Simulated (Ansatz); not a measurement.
Consider the substitution at a C–Ge bond: `N=[C]([SiH3])[GeH3]` + H₂S → `N=C([SiH3])S` + GeH₄.

Gas-phase electronic energies from Ansatz, PBE0-D4/def2-TZVP geometries. CCSD(T)/CBS is the MP2 limit (def2-TZVPP, def2-QZVPP) plus CCSD(T) − MP2 in def2-TZVPP, frozen cores. This one scheme is used for every species. Functionals use def2-TZVPP. B3LYP here is the variant with VWN-RPA as its local correlation; programs differ in this. For Ge outer-core shells are correlated without core-valence functions, which leaves a few kJ/mol of doubt a bond. Scalar relativity is left out up to krypton. Each species was taken in one conformer, which may not be the lowest.

```csv
level,ΔE (kcal/mol),difference from CCSD(T)/CBS
PBE-D4,-3.7,-3.3
r2SCAN-D4,-3.9,-3.5
PBE0-D4,-2.8,-2.4
B3LYP-D4,-2.3,-1.9
ωB97X-V,-1.6,-1.2
ωB97M-V,-1.4,-1.0
B2PLYP,-2.0,-1.6
PBE,-3.8,-3.4
r2SCAN,-4.0,-3.6
PBE0,-2.9,-2.5
B3LYP,-2.5,-2.1
HF/def2-TZVPP,-0.6,-0.2
MP2/def2-TZVPP,-1.1,-0.7
SCS-MP2/def2-TZVPP,-0.8,-0.4
CCSD/def2-TZVPP,0.4,0.8
CCSD(T)/def2-TZVPP,-0.2,0.2
HF/def2-QZVPP,-0.8,-0.4
MP2/def2-QZVPP,-1.3,-0.9
SCS-MP2/def2-QZVPP,-1.0,-0.6
HF/CBS(def2),-0.8,-0.4
MP2/CBS(def2),-1.4,-1.0
CCSD/CBS(def2),0.1,0.5
CCSD(T)/CBS,-0.4,0
```

Largest T1 diagnostic among the species: 0.014.

From PBE to PBE0 (25 % exact exchange), in def2-TZVPP and without D4, ΔE moves by +0.9 kcal/mol.
